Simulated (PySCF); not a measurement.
B (boron, neutral) across methods

[He] 2s1 2p2, high-spin 4P determinant (an excited configuration). All numbers are calculated (PySCF 2.14, scalar relativity by spin-free X2C-1e, in dyall-acv3z (15s9p4d2f, 76 functions)).

```tsv
method	E (hartree)	mean ε 1s β (eV)	mean ε 2s α (eV)	mean ε 2p α (eV)	Σ⟨r²⟩ (bohr²)	⟨S²⟩
r2SCAN0	-24.5358	-189.12	-12.869	-6.302	15.86	3.750
M06-2X	-24.5203	-194.12	-13.768	-6.976	16.26	3.750
r2SCAN	-24.5370	-182.70	-11.297	-5.128	15.99	3.750
PBE	-24.4987	-179.69	-10.705	-4.837	16.39	3.750
B97-3	-24.5343	-187.86	-12.492	-6.091	15.97	3.750
PBE0	-24.5082	-186.92	-12.486	-6.108	16.09	3.750
LDA	-24.2418	-177.79	-10.617	-4.841	16.52	3.750
UHF	-24.45922	-208.00	-17.530	-9.697	15.70	3.750
M06-L	-24.5391	-183.17	-11.119	-4.903	15.88	3.750
```
